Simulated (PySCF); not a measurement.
# What a mistake does to a calculation on AlBH6NSi

Calculated results; nothing here was measured. The program is PySCF 2.14.0, an open-source quantum chemistry code, run on an isolated molecule that a program drew, which may never have been made. The molecule is AlBH6NSi (charge 0, doublet), drawn as the SMILES string `N[SiH][BH][AlH2]`.

Each row is a Hartree-Fock (HF) and frozen-core CCSD(T) single point in the cc-pV(D+d)Z basis, meant for a local HF minimum. Run 1 is clean. Each other run has one planted mistake out of seven kinds, and not every kind appears here: one electron removed, one electron added, multiplicity raised by two, geometry at a saddle point, minimal basis STO-3G, one bond length entered in bohr, all coordinates scaled. The reference is restricted for singlets and unrestricted otherwise, and also for a bond in bohr. Adding or removing an electron swaps singlet and doublet. Electrons count all cores. HOMO and LUMO are orbital energies over both spins, the gradient is its largest component, and the lowest frequency (negative if imaginary) is given only where the gradient is small. Bond lengths are over the 9 bonds as drawn. T1 is the CCSD diagnostic: over 0.02 (restricted) or 0.045 (unrestricted) a single reference is doubtful.

Geometry of the clean run:
```xyz
10
AlBH6NSi, angstrom
N    -0.3298    1.2571    1.5907
Si   -1.0686    0.1502    0.5566
B    -1.0446    0.1013   -1.3522
Al   -2.0938   -1.4511   -2.3440
H     0.2177    2.0290    1.2624
H    -0.3853    1.2176    2.5894
H    -1.7651   -0.8134    1.4336
H    -0.4258    0.9668   -1.9174
H    -2.1497   -1.6021   -3.9273
H    -2.8930   -2.5634   -1.5241
```

| run | electrons | basis functions | <S^2> | HOMO (eV) | LUMO (eV) | gradient (hartree/bohr) | lowest frequency (cm^-1) | mean bond (Å) | longest bond (Å) | T1 | HF (hartree) | CCSD(T) (hartree) | mistake |
|---|---|---|---|---|---|---|---|---|---|---|---|---|---|
| 1 | 45 | 104 | 0.757 | -7.59 | 0.50 | 3.5e-05 | 79 | 1.5097 | 2.120 | 0.0160 | -613.44242 | -613.92110 | no fault |
| 2 | 45 | 104 | 1.764 | -7.85 | 0.19 | 1.9e-02 | - | 1.6763 | 3.185 | 0.0226 | -613.31749 | -613.75984 | one bond length entered in bohr |
| 3 | 45 | 34 | 0.755 | -3.93 | 5.82 | 4.6e-02 | - | 1.5097 | 2.120 | 0.0223 | -606.12505 | -606.33019 | minimal basis STO-3G |
| 4 | 45 | 104 | 3.770 | -4.78 | -0.95 | 3.4e-02 | - | 1.5097 | 2.120 | 0.0230 | -613.31528 | -613.78133 | multiplicity raised by two |
| 5 | 45 | 104 | 0.758 | -7.48 | 0.45 | 3.3e-02 | - | 1.5656 | 2.198 | 0.0177 | -613.43134 | -613.91504 | ? |

**Which mistake was planted in run 5, and what did it cost?**

The mean and the longest bond both change by the same factor, 1.037, and the gradient is no longer small. So the mistake is: all coordinates scaled. Subtracting run 1 and multiplying by 627.51 kcal/mol a hartree, the energy moved by 7.0 kcal/mol in HF and 3.8 kcal/mol in CCSD(T).

